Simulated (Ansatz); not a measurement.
Ca4Te4, relaxed as a singlet with RKS r2SCAN-D4/def2-SVP in Ansatz, starting from the GFN2-xTB geometry. Force threshold 0.02 eV/Å.

In the def2 sets Te takes a core potential; there is no spin–orbit coupling. Another isomer (singlet) lies 2.51 eV lower at PBE0-D4/def2-TZVP; other spin states weren't run for this one.

Start:

```xyz
8

Ca   -1.5055    2.8662    0.7884
Ca   -0.8123   -4.5893    0.0435
Ca    2.3850    2.1596   -0.8620
Ca   -0.1105   -0.6252    0.0070
Te    0.2505    1.3963   -0.0048
Te    0.7031    3.9282   -0.0201
Te   -0.9175   -2.4967   -1.0955
Te    0.0072   -2.6391    1.1436
```

Task: Estimate the energy that the relaxation releases and the steps that it takes.

Result: 582.3 kcal/mol, in 31 steps; 5.2 min on 4 threads of Arm Neoverse V1 on a shared host. No frequencies were taken in this run, so the end may be a saddle point.

Task: Does the start keep its bonding and symmetry?

Result: Bonds lost: Te5–Te6, Te7–Te8 (atoms count from 1). Bonds formed: Ca1–Te8, Ca3–Te8 (atoms count from 1). Metal–metal contacts that move far: Ca1–Ca3 4.28 to 3.27 Å. Point group C2v at the start, Cs at the end, both within 0.05 Å.

Task: Predict the relaxed structure.

Result: 
```tsv
atom	x (Å)	y (Å)	z (Å)
Ca1	-0.967	2.187	1.025
Ca2	-0.179	-3.549	1.083
Ca3	2.000	1.621	-0.234
Ca4	-0.855	-1.054	-1.519
Te5	-0.503	1.853	-1.981
Te6	1.421	3.613	1.759
Te7	-1.329	-3.980	-1.447
Te8	0.413	-0.691	1.316
```
Bond lengths (bridged metal pairs left out): 11 × Ca–Te 2.81 to 3.21 Å.
